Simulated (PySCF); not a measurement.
Compound: C10H6OS.
SMILES with atom numbers: `[CH:1]#[C:2][c:3]1[c:4]([CH:5]=[CH2:6])[s:7][c:8]2[cH:9][cH:10][o:11][c:12]12`

NICS is the negative of the GIAO shielding at a point without a nucleus: at the ring centre (0) and 1 Å above and below it (1); zz is the component along the ring normal. Level: GIAO PBE0/pcSseg-1 (PySCF, non-relativistic, gas phase) on the GFN2-xTB geometry, one conformer.

Rings: 1. C3–C4–S7–C8–C12; 2. C8–C9–C10–O11–C12.

```json
{"set": "P", "NICS(0)": "-11.0", "NICS(1), two faces": "-9.6 / -9.6", "NICS(1)zz, two faces": "-23.0 / -23.0"}
{"set": "Q", "NICS(0)": "-11.0", "NICS(1), two faces": "-8.8 / -8.8", "NICS(1)zz, two faces": "-16.8 / -16.8"}
```

Task: Which set (ppm) belongs to which ring?

Result: P = 2, Q = 1.
- 1 (5-membered ring with S; formal bonds all aromatic): mean NICS(1)zz -16.8 ppm, shielded.
- 2 (5-membered ring with O; formal bonds all aromatic): mean NICS(1)zz -23.0 ppm, shielded, aromatic by this magnetic criterion (flat ring, no four-coordinate atom), though in fused rings the probe also feels the neighbouring ring.

Task: How do the rings differ in shape?

Result: 
```tsv
ring	bond lengths (Å)	rms pucker (Å)	HOMA	nearest outside atom to a NICS(1) probe (Å)
1	1.385, 1.757, 1.723, 1.391, 1.416	0.00	0.80	oxygen 2.74
2	1.413, 1.364, 1.354, 1.344, 1.391	0.00	0.49	hydrogen 2.41
```

HOMA = 1 − mean of α(R − Ropt)² over the ring bonds, with Krygowski's 1993 parameters (CC: Ropt 1.388 Å, α 257.7 Å⁻²; CO: Ropt 1.265 Å, α 157.38 Å⁻²; CS: Ropt 1.677 Å, α 94.09 Å⁻²).

The values belong to the conformer `[CH:1]#[C:2][c:3]1[c:4]([CH:5]=[CH2:6])[s:7][c:8]2[cH:9][cH:10][o:11][c:12]12`: C3–C4–C5–C6 180°.
